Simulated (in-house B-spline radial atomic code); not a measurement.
Settings and results of a run for the germanium ion Ge²⁹⁺. Computed with an all-electron radial atomic-structure program (B-spline basis): Dirac-Hartree-Fock, average of configuration, Fermi nucleus of rms radius 4.0742 fm.

Command:
```bash
python run_scf.py task.json out
```
Settings (nuclear radius in fm, mass in u):
```
Z                32
configuration    [He] 2s1
hamiltonian      dirac
method           hf
spin_polarised   False
nucleus          fermi
rms_radius       4.0742
atomic_mass      73.92118
speed_of_light   137.035999084
```

Output (hartree, bohr):
```
 radial grid: 56 intervals, B-splines of order 8, outer radius 1.3468 bohr

 iter        energy (Eh)    residual
    1      -1133.7829473    2.66e+00
    2      -1135.4996738    1.79e-02
    3      -1135.4997174    8.91e-03
    4      -1135.4997281    4.42e-03
    5      -1135.4997317    3.22e-05
    6      -1135.4997317    6.28e-08

 total energy                    -1135.499732
 kinetic                           1168.13916
 electron-nucleus                 -2336.35011
 electron-electron                   32.71122

 first-order corrections (not in the total)
   Gaunt                            0.47466
   retardation                     -0.00509
   frequency dependence             0.00013
   self-energy                      0.66232
   Uehling                         -0.06418
   Wichmann-Kroll                   0.00058
   recoil                           0.00843

 orbital      occ     eigenvalue          <r>       <r^2>       <1/r>       <r^4>     <1/r^3>       r_max    small
 1s1/2      2.000     -492.66542    0.0466041  0.00291465     32.5615  2.1631e-05           -     0.03065  1.35e-02
 2s1/2      1.000     -117.45766      0.19139   0.0428491      7.8883  0.00302965           -      0.1661  3.15e-03
```


For the Dirac Hamiltonian the kinetic term is c α·p + (β - 1)c².
